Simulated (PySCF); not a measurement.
CH9AlO2Si2, triplet, at the geometry of the source list (a higher spin typed on purpose: for a closed-shell molecule this is an excited state). Base run: DF-HF/6-31G* in PySCF.

Here is a job for PySCF.
```python
from pyscf import gto, scf

mol = gto.Mole()
mol.atom = '''
    Al    0.23320000    0.34140000    0.33050000
    C     1.06240000    1.71050000    1.50460000
    H     1.71880000    1.27540000    2.25640000
    H     0.28880000    2.28290000    2.01720000
    H     1.64360000    2.42470000    0.92000000
    O    -0.89230000    0.82120000   -0.81940000
    Si   -1.96860000    1.22190000   -1.97150000
    H    -3.29470000    0.88970000   -1.44550000
    H    -1.65000000    0.45990000   -3.18450000
    H    -1.81570000    2.66310000   -2.18920000
    O     0.60780000   -1.29360000    0.44710000
    Si    0.94690000   -2.88110000    0.51610000
    H    -0.28510000   -3.57150000    0.90400000
    H     1.99350000   -3.05390000    1.52560000
    H     1.41140000   -3.29080000   -0.81140000
'''
mol.basis = '6-31g*'
mol.spin = 2
mol.verbose = 5
mol.build()

mf = scf.UHF(mol)
mf = mf.density_fit(auxbasis='def2-universal-jkfit')
mf.kernel()
mf.analyze()
```

Variants of this job, named by their change:

| change | basis functions | E (Eh) | HOMO (eV) | dipole (D) |
|---|---|---|---|---|
| base | 114 | -1012.51968 | -3.57 | 4.11 |
| basis = ANO-RCC-VDZP; relativity = none (without mf = mf.density_fit(auxbasis='def2-universal-jkfit')) | 141 | -1012.29648 | -3.84 | 2.36 |
| basis = jorge-DZP-DKH; relativity = spin-free X2C (without mf = mf.density_fit(auxbasis='def2-universal-jkfit')) | 162 | -1014.34486 | -3.68 | 4.16 |
| basis = ANO-RCC-VDZP; relativity = spin-free X2C (without mf = mf.density_fit(auxbasis='def2-universal-jkfit')) | 141 | -1014.43415 | -3.84 | 2.37 |
| basis = x2c-SVPall; relativity = spin-free X2C (without mf = mf.density_fit(auxbasis='def2-universal-jkfit')) | 141 | -1013.90687 | -3.55 | 4.24 |
| basis = ANO-RCC-VDZP; relativity = spin-free X2C; nucleus = Gaussian (with mol.nucmod = 'G'; without mf = mf.density_fit(auxbasis='def2-universal-jkfit')) | 141 | -1014.43360 | -3.84 | 2.37 |
| basis = x2c-SVPall; relativity = spin-free X2C; nucleus = Gaussian (with mol.nucmod = 'G'; without mf = mf.density_fit(auxbasis='def2-universal-jkfit')) | 141 | -1013.90639 | -3.55 | 4.24 |
| basis = x2c-SVPall; relativity = none (without mf = mf.density_fit(auxbasis='def2-universal-jkfit')) | 141 | -1012.00822 | -3.53 | 4.24 |
| basis = jorge-DZP-DKH; relativity = none (without mf = mf.density_fit(auxbasis='def2-universal-jkfit')) | 162 | -1012.36934 | -3.67 | 4.16 |
| basis = jorge-DZP-DKH; relativity = spin-free X2C; nucleus = Gaussian (with mol.nucmod = 'G'; without mf = mf.density_fit(auxbasis='def2-universal-jkfit')) | 162 | -1014.34433 | -3.68 | 4.16 |

Total energies compare only within one method and basis.

Open shells are given as the SCF converged; they aren't shown to be the lowest states, and a large step between rows can be another state.

Basis sets contracted for a relativistic Hamiltonian are a mismatch without it, so the rows without relativity aren't non-relativistic limits. No row has spin-orbit coupling; sets with core potentials leave out the core electrons.
